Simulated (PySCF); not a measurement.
Predicted microwave data (PBE0/pcSseg-1 in PySCF (dipole) on a GFN2-xTB geometry, gas phase) for one isomer of C7H11OP:

```
Rotational constants : A = 2529, B = 926.7, C = 884.6 MHz
Dipole components    : |μa| = 2.14 D, |μb| = 0.14 D, |μc| = 0.03 D
Inertial defect      : -173.87 u·Å²
κ                    : -0.95
```

Task: Which candidate fits, each taken in the one conformer that was computed?
A. `CC1=CC(C)=C(C)[P@H]1=O`
B. `[CH2:1]=[CH:2][P:3]1[CH2:4][CH2:5][C:6](=[O:7])[CH2:8][CH2:9]1` with C1–C2–P3–C4 -140°, C2–P3–C4–C5 73°, P3–C4–C5–C6 67°, C4–C5–C6–O7 145°, C5–C6–C8–C9 -35°
C. `[CH2:1]=[CH:2][C:3]1=[C:4]([O:5][CH3:6])[PH:7][CH2:8][CH2:9]1` with C1–C2–C3–C4 173°, C3–C4–O5–C6 175°, C3–C4–P7–C8 -14°, C4–P7–C8–C9 25°, P7–C8–C9–C3 -30°, C2–C3–C9–C8 -161°
D. `[CH3:1][O:2][c:3]1[pH:4][cH:5][c:6]([CH3:7])[c:8]1[CH3:9]` with C1–O2–C3–P4 -10°
E. `[CH2:1]=[CH:2][CH2:3][P@@:4]([CH3:5])(=[O:6])[C:7]#[C:8][CH3:9]` with C1–C2–C3–P4 116°, C2–C3–P4–C5 -68°

Result: B. It is C=CP1CCC(=O)CC1, a near-prolate asymmetric top, point group C1. The candidates at the same level (rigid rotor, commonest isotopes):

| SMILES | A (MHz) | B (MHz) | C (MHz) | μa (D) | μb (D) | μc (D) | Δ (u·Å²) | point group | rotor |
| --- | --- | --- | --- | --- | --- | --- | --- | --- | --- |
| C=CC[P@@](C)(=O)C#CC | 2583 | 690.9 | 651.2 | 1.79 | 3.17 | 2.67 | -151.04 | C1 | near-prolate asymmetric top |
| C=CC1=C(OC)PCC1 | 1841 | 1213 | 752.1 | 0.91 | 0.52 | 0.20 | -19.14 | C1 | asymmetric top |
| COc1[pH]cc(C)c1C | 2205 | 1161 | 776.6 | 0.37 | 0.08 | 0.67 | -13.62 | C1 | asymmetric top |
| CC1=CC(C)=C(C)[P@H]1=O | 1897 | 1313 | 818.2 | 2.33 | 3.23 | 1.88 | -33.59 | C1 | asymmetric top |
| C=CP1CCC(=O)CC1 | 2529 | 926.7 | 884.6 | 2.14 | 0.14 | 0.03 | -173.87 | C1 | near-prolate asymmetric top |

`COc1[pH]cc(C)c1C` has B 25 % too high; `CC1=CC(C)=C(C)[P@H]1=O` has B 42 % too high; `C=CC[P@@](C)(=O)C#CC` has C 26 % too low; `C=CC1=C(OC)PCC1` has B 31 % too high. No structure here is proved a minimum.
